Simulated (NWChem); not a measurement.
System: C₂H₆FNSi; SMILES [SiH2](/C=C/F)N

Here is an NWChem input.

```
start job
memory heap 200 mb stack 900 mb global 1100 mb
geometry units angstroms
  N      0.771776    -2.358107     0.208290
  Si    -0.466330    -1.172332    -0.068115
  C      0.089101     0.564710    -0.483335
  C     -0.172223     1.591874     0.323446
  F      0.211413     2.856125     0.057331
  H      1.205795    -2.808911    -0.588410
  H      1.449834    -2.217329     0.948333
  H     -1.290263    -1.049160     1.165718
  H     -1.276458    -1.708560    -1.193642
  H      0.645090     0.783237    -1.395643
  H     -0.713799     1.537851     1.265057
end
basis spherical
  N library 3-21g
  Si library 3-21g
  C library 3-21g
  F library 3-21g
  H library 3-21g
end
dft
  xc hfexch
  iterations 150
end
driver
  maxiter 120
end
task dft optimize
task dft freq
```

Parts of the log:

```
             Northwest Computational Chemistry Package (NWChem) 7.3.0
             --------------------------------------------------------

 C1  symmetry detected

                             Geometry "geometry" -> ""
                             -------------------------

 Output coordinates in angstroms (scale by  1.889725989 to convert to a.u.)

  No.       Tag          Charge          X              Y              Z
 ---- ---------------- ---------- -------------- -------------- --------------
    1 N                    7.0000     0.74330488    -2.37461262     0.14973277
    2 Si                  14.0000    -0.49656204    -1.17008890    -0.01525561
    3 C                    6.0000     0.04345679     0.55374266    -0.50003447
    4 C                    6.0000    -0.12046648     1.59176932     0.31842843
    5 F                    9.0000     0.25560718     2.84705266     0.00353687
    6 H                    1.0000     1.08941945    -2.83925977    -0.68131198
    7 H                    1.0000     1.49310606    -2.23945081     0.81814448
    8 H                    1.0000    -1.19294522    -1.02277438     1.29231072
    9 H                    1.0000    -1.42214105    -1.70150597    -1.05041659
   10 H                    1.0000     0.51043060     0.75527484    -1.46466080
   11 H                    1.0000    -0.56754198     1.55470323     1.30918769

 Effective nuclear repulsion energy (a.u.)     212.7834844847

                                Z-matrix (autoz)
                                --------

 Units are Angstrom for bonds and degrees for angles

      Type          Name      I     J     K     L     M      Value
      ----------- --------  ----- ----- ----- ----- ----- ----------
    1 Stretch                  1     2                       1.73648
    2 Stretch                  1     6                       1.01308
    3 Stretch                  1     7                       1.01353
    4 Stretch                  2     3                       1.87035
    5 Stretch                  2     8                       1.48875
    6 Stretch                  2     9                       1.48683
    7 Stretch                  3     4                       1.33201
    8 Stretch                  3    10                       1.09050
    9 Stretch                  4     5                       1.34771
   10 Stretch                  4    11                       1.08759
   11 Bend                     1     2     3               117.24460
   12 Bend                     1     2     8               108.61316
   13 Bend                     1     2     9               105.23097
   14 Bend                     2     1     6               118.95639
   15 Bend                     2     1     7               119.89252
   16 Bend                     2     3     4               121.56397
   17 Bend                     2     3    10               121.54997
   18 Bend                     3     2     8               105.75366
   19 Bend                     3     2     9               109.18986
   20 Bend                     3     4     5               123.22583
   21 Bend                     3     4    11               125.71676
   22 Bend                     4     3    10               116.88573
   23 Bend                     5     4    11               111.05707
   24 Bend                     6     1     7               110.45100
   25 Bend                     8     2     9               110.83417
   26 Torsion                  1     2     3     4        -115.86050
   27 Torsion                  1     2     3    10          63.92246
   28 Torsion                  2     3     4     5        -179.98291
   29 Torsion                  2     3     4    11          -0.21316
   30 Torsion                  3     2     1     6         -81.85768
   31 Torsion                  3     2     1     7          59.28207
   32 Torsion                  4     3     2     8           5.35595
   33 Torsion                  4     3     2     9         124.66159
   34 Torsion                  5     4     3    10           0.22446
   35 Torsion                  6     1     2     8         158.42938
   36 Torsion                  6     1     2     9          39.70110
   37 Torsion                  7     1     2     8         -60.43087
   38 Torsion                  7     1     2     9        -179.15915
   39 Torsion                  8     2     3    10        -174.86109
   40 Torsion                  9     2     3    10         -55.55545
   41 Torsion                 10     3     4    11         179.99421

  xc_inp: hfexch multiplicative factor not found.

                           NWChem Geometry Optimization
                           ----------------------------

 maximum gradient threshold         (gmax) =   0.000450
 rms gradient threshold             (grms) =   0.000300
 maximum cartesian step threshold   (xmax) =   0.001800
 rms cartesian step threshold       (xrms) =   0.001200
 fixed trust radius                (trust) =   0.300000
 source of zmatrix                         =   autoz

          -------------------
          Energy Minimization
          -------------------

 Using diagonal initial Hessian
 Scaling for Hessian diagonals: bonds = 1.00  angles = 0.25  torsions = 0.10

          --------
          Step   0

                                 NWChem DFT Module
                                 -----------------

[...]

      ----------------------
      Optimization converged
      ----------------------

  Step       Energy      Delta E   Gmax     Grms     Xrms     Xmax
  ---- ---------------- -------- -------- -------- -------- --------
@   23    -519.24503314  5.3D-09  0.00000  0.00000  0.00043  0.00123
                                     ok       ok       ok       ok

                                Z-matrix (autoz)
                                --------

 Units are Angstrom for bonds and degrees for angles

[...]

 Rotational Constants
 --------------------
 A=   0.479200 cm-1  (  0.689446 K)
 B=   0.049669 cm-1  (  0.071460 K)
 C=   0.047697 cm-1  (  0.068623 K)

 Temperature                      =   298.15K
 frequency scaling parameter      =   1.0000

 Zero-Point correction to Energy  =   52.783 kcal/mol  (  0.084115 au)
 Thermal correction to Energy     =   56.998 kcal/mol  (  0.090832 au)
 Thermal correction to Enthalpy   =   57.590 kcal/mol  (  0.091776 au)

 Total Entropy                    =   80.911 cal/mol-K
   - Translational                =   39.420 cal/mol-K (mol. weight =  91.0253)
   - Rotational                   =   26.743 cal/mol-K (symmetry #  =        1)
   - Vibrational                  =   14.748 cal/mol-K

 Cv (constant volume heat capacity) =   22.394 cal/mol-K
   - Translational                  =    2.979 cal/mol-K
   - Rotational                     =    2.979 cal/mol-K
   - Vibrational                    =   16.435 cal/mol-K

[normal modes left out]

 ----------------------------------------------------------------------------
 Normal Eigenvalue ||           Projected Infra Red Intensities
  Mode   [cm**-1]  || [atomic units] [(debye/angs)**2] [(KM/mol)] [arbitrary]
 ------ ---------- || -------------- ----------------- ---------- -----------
    1       -0.000 ||    0.000015           0.000         0.014       0.002
    2       -0.000 ||    0.000372           0.009         0.363       0.051
    3        0.000 ||    0.000161           0.004         0.157       0.022
    4        0.000 ||    0.000238           0.005         0.232       0.033
    5        0.000 ||    0.000803           0.019         0.783       0.111
    6        0.000 ||    0.000247           0.006         0.241       0.034
    7       93.854 ||    0.000552           0.013         0.538       0.076
    8      113.962 ||    0.003777           0.087         3.682       0.521
    9      185.875 ||    0.002052           0.047         2.000       0.283
   10      240.335 ||    0.007345           0.169         7.160       1.013
   11      351.361 ||    0.002099           0.048         2.047       0.290
   12      451.050 ||    0.018384           0.424        17.922       2.535
   13      569.978 ||    0.349082           8.054       340.302      48.139
   14      600.657 ||    0.063316           1.461        61.724       8.731
   15      774.318 ||    0.002538           0.059         2.474       0.350
   16      866.816 ||    0.094739           2.186        92.356      13.065
   17      931.208 ||    0.054893           1.266        53.513       7.570
   18      980.917 ||    0.112891           2.604       110.052      15.568
   19     1013.291 ||    0.400641           9.243       390.564      55.249
   20     1018.221 ||    0.060151           1.388        58.638       8.295
   21     1046.429 ||    0.304690           7.029       297.027      42.017
   22     1134.807 ||    0.071454           1.648        69.657       9.854
   23     1200.095 ||    0.042696           0.985        41.622       5.888
   24     1355.804 ||    0.036880           0.851        35.952       5.086
   25     1513.655 ||    0.007137           0.165         6.958       0.984
   26     1774.537 ||    0.064306           1.484        62.689       8.868
   27     1855.039 ||    0.210552           4.858       205.256      29.035
   28     2246.633 ||    0.225485           5.202       219.814      31.095
   29     2284.962 ||    0.185753           4.285       181.081      25.616
   30     3339.723 ||    0.001697           0.039         1.654       0.234
   31     3403.025 ||    0.009491           0.219         9.252       1.309
   32     3744.856 ||    0.027269           0.629        26.584       3.760
   33     3848.229 ||    0.031308           0.722        30.521       4.317
 ----------------------------------------------------------------------------
```

Level: Hartree-Fock/3-21G.
